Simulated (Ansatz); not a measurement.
`N=C[SiH2]F` + `[SiH3]S` → `F[SiH2]S[SiH3]` + `C=N` at 400 K and 1 bar (ligand exchange at the Si–C bond).

Calculated with Ansatz (gas phase, PBE0-D4/def2-TZVP geometries, no zero-point term in ΔE). CCSD(T)/CBS is the MP2 limit (def2-TZVPP, def2-QZVPP) plus CCSD(T) − MP2 in def2-TZVPP, frozen cores. This one scheme is used for every species. One conformer a species, not always the lowest.

| species | CCSD(T)/CBS energy (Eh) | H − E (kJ/mol) | S (J/(mol·K)) |
| --- | --- | --- | --- |
| `N=C[SiH2]F` | -484.06110 | 159.8 | 329.0 |
| `[SiH3]S` | -689.27336 | 109.8 | 293.0 |
| `F[SiH2]S[SiH3]` | -1078.84190 | 157.2 | 388.0 |
| `C=N` | -94.52360 | 119.4 | 238.9 |

H − E and S are ideal-gas, rigid-rotor, harmonic terms from PBE0-D4/def2-TZVP, for one conformer and one mirror image of each species. 1 Eh = 2625.50 kJ/mol, R = 8.31446 J/(mol·K).

By hand: ΔE, ΔH, ΔS and ΔG.

ΔE = (-1078.84190) + (-94.52360) − (-484.06110) − (-689.27336) = -0.03104 Eh = -81.5 kJ/mol. Δ(H − E) = 157.2 + 119.4 − 159.8 − 109.8 = 7.0, so ΔH = -74.5 kJ/mol. ΔS = 388.0 + 238.9 − 329.0 − 293.0 = 4.9 J/(mol·K). ΔG = -74.5 − 400 × (4.9)/1000 = -76.5 kJ/mol.

By hand: the equilibrium constant, and the temperature at which ΔG would vanish if ΔH and ΔS stayed fixed.

log₁₀ K = −ΔG/(RT ln 10) = 10.0. ΔH and −TΔS have one sign here, so there is no such temperature. One of them is within its doubt of zero, so this could turn.

The number of gas molecules stays the same, so ΔS is small and ΔH decides. A doubt of 5 kJ/mol in ΔE shifts log₁₀ K by 0.7 here. Other conformers and mirror images would add mixing entropy, several J/(mol·K) or more a flexible species. Modes under 60 cm⁻¹, often nearly free rotors, make the harmonic entropy too high. These are equilibria of isolated gas molecules and say nothing of rates. Largest T1 diagnostic: 0.012 (customary marks: 0.02 for closed shells, 0.045 for open ones).
